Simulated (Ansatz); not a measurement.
The free Ta atom, lowest solution found in each spin (singlets restricted, other states unrestricted); no spin–orbit coupling, and no relativity up to Kr.

```tsv
level	energy of multiplicity 6 less that of multiplicity 4 (kcal/mol)	cost
SVWN5/def2-TZVPP	12.52	×0.3
PBE/def2-TZVPP	9.31	×1
r2SCAN/def2-TZVPP	4.25	×2
B97M-V/def2-TZVPP	12.37	×3
B3LYP/def2-TZVPP	21.50	×0.4
PBE0/def2-SVP	9.88	×0.3
PBE0/def2-TZVPP	9.32	×0.5
BHLYP/def2-TZVPP	24.44	×0.8
CAM-B3LYP/def2-TZVPP	24.12	×1
wB97X-V/def2-TZVPP	24.39	×2
wB97M-V/def2-TZVPP	21.12	×2
B2PLYP/def2-TZVPP	23.86	×0.9
CCSD/def2-TZVPP	20.21	-
CCSD/def2-QZVPP	20.34	-
CCSD(T)/def2-TZVPP	22.59	×2
CCSD(T)/def2-QZVPP	22.85	×4
CCSD(T)/CBS(def2-TZVPP, def2-QZVPP)	23.03	×6
```

The rows run from 4.25 (r2SCAN/def2-TZVPP) to 24.44 kcal/mol (BHLYP/def2-TZVPP). From def2-TZVPP to def2-QZVPP CCSD(T) changes by 0.26. The 11 functionals in def2-TZVPP without D3 or D4 span 20.19, from r2SCAN to BHLYP.

Correlated levels freeze the inner cores; with def2 sets outer-core shells near the valence are correlated too. CBS(a, b) extrapolates the correlation energy as X⁻³ and adds the Hartree–Fock energy of set b.

Programs: Ansatz (a program for electronic structure) with Gaussian orbitals. Values without a source in brackets are computed. In def2 rows elements past Kr take small-core potentials, without spin–orbit coupling.

Costs are rough ratios of core time to PBE/def2-TZVPP (about 30 s over the structures, on one shared machine); a dash marks a level with no comparable run of its own.
